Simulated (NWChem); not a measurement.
# Ionisation of AlO

SMILES: [O]=[Al]
```xyz
2

Al     0.0000     0.0000     0.6241
O      0.0000     0.0000    -1.0142
```
Charge 0, spin multiplicity 2.

All runs are NWChem calculations. The geometry was optimised at UB3LYP/def2-SVP, a minimum by its harmonic frequencies.

Basis set: def2-TZVP. The species with one electron less has spin multiplicity 3 and keeps the geometry of the parent. Δ marks differences of total energies (open shells unrestricted). −ε marks an orbital energy of the parent. That orbital need not have the symmetry of the hole or added electron in the Δ rows.

B3LYP has NWChem's definition, with VWN1-RPA local correlation. The structure started from a generated list of species. The unpaired electrons of the parent sit in orbitals of symmetry a1 (C2v labels of the run); other states weren't searched. The stability of the SCF solutions was not checked. Open-shell Hartree-Fock references start from PBE0 orbitals.

**Question.** For the first vertical ionisation energy, −ε(beta HOMO) of HF gives 9.80 eV and ΔBP86 gives 10.34 eV. What do −ε(beta HOMO) of B3LYP, evGW0@PBE0, ΔPBE give?

**Answer.** −ε(beta HOMO) of B3LYP: 7.61 eV; evGW0@PBE0: 9.85 eV; ΔPBE: 10.23 eV.
